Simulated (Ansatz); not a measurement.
A set of 12 reactions (hydrogenolysis), with CCSD(T)/CBS values in kJ/mol:

```json
{"reaction": "`CCCCC(N)=O` + H₂ → `CCC(N)=O` + `CC`", "ΔE": "-58.0"}
{"reaction": "`BS[SiH2]C` + H₂ → `C[SiH3]` + `BS`", "ΔE": "35.9"}
{"reaction": "`CCCCC(N)=O` + H₂ → `CCCC(N)=O` + CH₄", "ΔE": "-67.0"}
{"reaction": "`[SiH3]O[SiH2]Br` + H₂ → `[SiH3]O[SiH3]` + HBr", "ΔE": "89.0"}
{"reaction": "`C[SiH](N)[TeH]` + H₂ → `C[SiH2]N` + H₂Te", "ΔE": "53.7"}
{"reaction": "`C#C[SiH](F)Cl` + H₂ → `F[SiH2]Cl` + `C#C`", "ΔE": "21.2"}
{"reaction": "`CC(C)[NH][In]([Cl])[Cl]` + H₂ → `[Cl][InH][Cl]` + `CC(C)N`", "ΔE": "-3.3"}
{"reaction": "`C[S][SnH]([CH3])[F]` + H₂ → `C[S][SnH2][CH3]` + H–F", "ΔE": "51.1"}
{"reaction": "`O=[CH][SnH3]` + H₂ → `[SnH4]` + `C=O`", "ΔE": "-45.2"}
{"reaction": "`CB[Si](F)(F)F` + H₂ → `F[SiH](F)F` + `BC`", "ΔE": "-38.3"}
{"reaction": "`CCC(O)Cl` + H₂ → `CCCO` + HCl", "ΔE": "-50.4"}
{"reaction": "`CNB(F)F` + H₂ → `FBF` + CH₃NH₂", "ΔE": "97.9"}
```

Computed with Ansatz on PBE0-D4/def2-TZVP structures; ΔE is electronic, products minus reactants. CCSD(T)/CBS adds triple-zeta CCSD(T) − MP2 to the extrapolated MP2 energy (def2 sets, frozen cores). This one scheme is used for every species. Functionals use def2-TZVPP. B3LYP here is the variant with VWN-RPA as its local correlation; programs differ in this. Elements past krypton have def2 core potentials. For Br, In, Sn, Te outer-core shells are correlated without core-valence functions, which leaves a few kJ/mol of doubt a bond. Scalar relativity is left out up to krypton. One conformer a species, not always the lowest.

Problem. Give the mean, mean absolute and largest difference (level minus CCSD(T)/CBS, kJ/mol) for: PBE-D4, r2SCAN-D4, B3LYP-D4, ωB97X-V, ωB97M-V, r2SCAN, PBE0, HF/def2-TZVPP, SCS-MP2/def2-TZVPP, CCSD/def2-TZVPP, CCSD(T)/def2-TZVPP, HF/def2-QZVPP, SCS-MP2/def2-QZVPP, MP2/CBS(def2). (Estimate.)

Solution. Computed: 
```
             level   mean  mean absolute  largest
            PBE-D4    3.1            5.0     16.6
         r2SCAN-D4    2.6            5.3     10.2
          B3LYP-D4   -1.5            4.6    -10.3
           ωB97X-V   -3.6            5.0    -15.2
           ωB97M-V   -2.9            3.9    -15.8
            r2SCAN    0.8            5.4    -13.5
              PBE0   -7.3            7.8    -27.1
     HF/def2-TZVPP  -24.6           24.6    -48.2
SCS-MP2/def2-TZVPP   -3.7            3.9     -9.0
   CCSD/def2-TZVPP   -9.4            9.4    -15.7
CCSD(T)/def2-TZVPP   -4.4            4.4     -9.9
     HF/def2-QZVPP  -24.5           24.5    -48.0
SCS-MP2/def2-QZVPP   -1.4            2.1     -8.1
     MP2/CBS(def2)    6.4            6.7     14.4
```

The largest T1 diagnostic in the set is 0.016, for `O=[CH][SnH3]` (customary mark 0.02).

CCSD(T)/CBS is a level of theory with its own doubt, and the functionals carry their triple-zeta basis error, so these figures describe this set and don't rank the functionals.
